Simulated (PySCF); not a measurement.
# How methods differ on the excitation energy of Zn⁺

Zn⁺ [Ar] 3d10 4s1 (2S) → Zn⁺ [Ar] 3d9 4s1 4p1 (high-spin determinant), as a difference of total energies. All numbers are calculated (PySCF 2.14, a scalar-relativistic core potential, in aug-cc-pVTZ-PP with ECP10MDF (6s6p5d3f2g, 88 functions)). Correlated levels: valence: 3s2 3p6 frozen. The calculations carry no spin-orbit coupling.

```json
{"method": "UHF", "excitation energy (eV)": "10.599"}
{"method": "MP2 (valence)", "excitation energy (eV)": "13.502"}
{"method": "SCS-MP2 (valence)", "excitation energy (eV)": "13.267"}
{"method": "CCSD (valence)", "excitation energy (eV)": "12.763"}
{"method": "CCSD(T) (valence)", "excitation energy (eV)": "12.911"}
```

**Question.** How much does correlation contribute at CCSD(T) (valence)?

**Answer.** 12.911 − (10.599) = 2.312 eV, measured against UHF.

The determinant of the upper state mixes LS terms, which raises its energy above the lowest term, most at the Hartree-Fock and MP2 levels.
